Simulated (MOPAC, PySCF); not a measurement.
CBr$_{4}$, SMILES `BrC(Br)(Br)Br`, neutral singlet in the gas phase. 

Z-matrix (Å, degrees):
```
C
Br 1 1.9535
Br 1 1.9535 2 109.46
Br 1 1.9535 2 109.47 3 119.99
Br 1 1.9535 2 109.47 3 -120.00
```
Charge 0, multiplicity 1.

All levels are single points at this geometry (B3LYP-D3(BJ)/def2-TZVP); Pople sets use spherical d functions. Orbital energies aren't observables, and empty levels follow the basis.

PBE/6-31G* in PySCF gives HOMO (eV) = -6.96.

### Question
Estimate the HOMO (eV) from each of these levels: B3LYP-D3(BJ)/def2-TZVP in PySCF; PBE-D3(BJ)/def2-TZVP in PySCF; B3LYP/3-21G in PySCF; B3LYP/6-311+G** (LANL2DZ on Br) in PySCF; B3LYP/6-31G* in PySCF; B3LYP/LANL2DZ in PySCF; M06-2X/6-31G* in PySCF; SVWN5/6-31G* in PySCF; HF/3-21G in PySCF; HF/6-31G* in PySCF; PM3 in MOPAC; PM6 in MOPAC.

### Answer

```
level                                     HOMO (eV)
----------------------------------------  ---------
B3LYP-D3(BJ)/def2-TZVP in PySCF               -8.02
PBE-D3(BJ)/def2-TZVP in PySCF                 -6.99
B3LYP/3-21G in PySCF                          -7.55
B3LYP/6-311+G** (LANL2DZ on Br) in PySCF      -8.04
B3LYP/6-31G* in PySCF                         -7.98
B3LYP/LANL2DZ in PySCF                        -8.02
M06-2X/6-31G* in PySCF                        -9.59
SVWN5/6-31G* in PySCF                         -7.10
HF/3-21G in PySCF                            -11.03
HF/6-31G* in PySCF                           -11.33
PM3 in MOPAC                                 -11.30
PM6 in MOPAC                                 -10.98
```
